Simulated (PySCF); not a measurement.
**Dipole moment and polarisability of `C=C[P@H](=S)C(C)C`**

Compound: C5H11PS.
Numbering: `[CH2:1]=[CH:2][P@H:3](=[S:4])[CH:5]([CH3:6])[CH3:7]` (hydrogens: H8, H9 on C1; H10 on C2; H11 on P3; H12 on C5; H13, H14, H15 on C6; H16, H17, H18 on C7)

Structure used (GFN2-xTB), in Å, numbered top down from 1:
```xyz
18
C5H11PS angstrom
C      2.9033    0.6276   -0.0256
C      1.8947   -0.0555    0.4898
P      0.6516   -0.8121   -0.5933
S      0.9780   -0.6949   -2.4900
C     -0.9779   -0.1530    0.0161
C     -2.0840   -0.9783   -0.6272
C     -1.0647    1.3185   -0.3618
H      3.6623    1.0962    0.5796
H      2.9943    0.7314   -1.0976
H      1.7589   -0.1927    1.5549
H      0.6032   -2.1120   -0.0622
H     -1.0017   -0.2695    1.1059
H     -2.0150   -0.9060   -1.7124
H     -3.0633   -0.6172   -0.3182
H     -1.9950   -2.0281   -0.3473
H     -2.0246    1.7369   -0.0644
H     -0.9589    1.4252   -1.4414
H     -0.2699    1.8899    0.1186
```

Level: CAM-B3LYP/def2-SVPD (PySCF), static field, nuclei fixed, core orbitals frozen in the response. The polarisability tensor in these axes (au):

```
x   117.29   7.64  -2.82
y     7.64  93.02   3.39
z    -2.82   3.39 105.51
```

Task: Give the principal values, the mean and the anisotropy Δα = √{½[(α1 − α2)² + (α2 − α3)² + (α1 − α3)²]}.

Result: Principal values 89.77, 106.33 and 119.73 au; mean 105.27 au = 15.60 Å³ = 17.36 × 10⁻⁴⁰ C²·m²/J; Δα = 25.99 au (25 % of the mean).

Task: What is the dipole moment, and where does it point?

Result: (-0.76, 0.69, 4.19) D, 4.31 D in size, pointing from the negative to the positive side. Measured along this direction, the outermost atoms are S4 at the negative end and H12 and H10 at the positive end.

Task: What molar refraction does this α imply?

Result: Lorentz–Lorenz: R = (4π/3)N_A α = 2.5225 cm³/(mol·Å³) × 15.60 Å³ = 39.4 cm³/mol, in the limit of long wavelengths.

Task: Traceless (Buckingham) quadrupole moment about the centre of nuclear charge: eigenvalues?

Result: -7.79, 0.43, 7.36 D·Å. The values depend on the origin, since the dipole doesn't vanish. The electronic extent ⟨r²⟩ about the same centre is 1217 bohr², a root-mean-square distance of 2.18 Å for the 72 electrons.

Task: What depolarisation ratio follows for Rayleigh scattering of linearly polarised light, taking the static tensor?

Result: ρ = 3Δα²/(45ᾱ² + 4Δα²) = 2026.4/(498723 + 2701.9) = 0.00404.

Task: In a dilute gas of rigid molecules at 350 K, how does the orientational term μ²/3kT compare with the electronic polarisability?

Result: In Gaussian units μ²/3kT = 128.23 Å³ against 15.60 Å³, a ratio of 8.22; the Debye molar polarisation (4π/3)N_A(α + μ²/3kT) is 362.8 cm³/mol, leaving out the vibrational part.

Geometry: GFN2-xTB, one conformer, isolated molecule.

The run behind these numbers computed excited states as well. Rough CPU time on one thread of a shared machine: about 2.1 min.
